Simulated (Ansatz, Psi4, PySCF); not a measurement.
C3H6AuN, charge -1, doublet, geometry from GFN2-xTB (such geometries of metal compounds can be far from the true shape) (the multiplicity is a formal guess) (core potentials on Au). Base run: PySCF with HF/def2-SVP.

PySCF was given this input:
```python
from pyscf import gto, scf

mol = gto.Mole()
mol.atom = '''
    Au    0.341711    0.055074   -0.337038
    C     1.699818    0.540479   -1.832344
    H     2.595893   -0.094871   -1.835503
    H     2.081230    1.568080   -1.768324
    H     1.287392    0.453572   -2.846332
    C    -2.616804   -0.721516    2.757288
    N    -1.919171    0.008145    1.706044
    C    -0.928383   -0.425489    1.077054
    H    -2.587001   -0.132111    3.681651
    H    -2.197772   -1.721150    2.969291
    H    -3.668537   -0.842201    2.470959
'''
mol.basis = 'def2-svp'
mol.ecp = {'Au': 'def2-svp'}
mol.charge = -1
mol.spin = 1
mol.verbose = 4
mol.build()

mf = scf.UHF(mol)
mf.kernel()
```

The same geometry, method and basis name were run in Ansatz (a program for electronic structure) and Psi4 and PySCF, at each program's defaults and at the settings that a row names. The base is PySCF at its defaults. Differences at the defaults can come from grids, fitting, cores and function types together.

| code and settings | ΔE vs base (µEh) | basis functions | E (Eh) | SCF cycles |
|---|---|---|---|---|
| PySCF, defaults (exact integrals, spherical functions) | 0.0 | 118 | -306.14622 | 19 |
| Psi4, defaults (density fitting with its default set, spherical functions) | 119 | 118 | -306.14610 | 14 |
| Ansatz, defaults (factorised integrals, spherical functions) | 5.7 | 118 | -306.14622 | - |
| PySCF, density fitting with def2-universal-jkfit | 119 | 118 | -306.14610 | 19 |
| Psi4, exact integrals, spherical functions | 0.1 | 118 | -306.14622 | 21 |
| Ansatz, high accuracy | 0.0 | 118 | -306.14622 | - |

Open shells are given as the SCF converged; they aren't shown to be the lowest states, and a large step between rows can be another state.
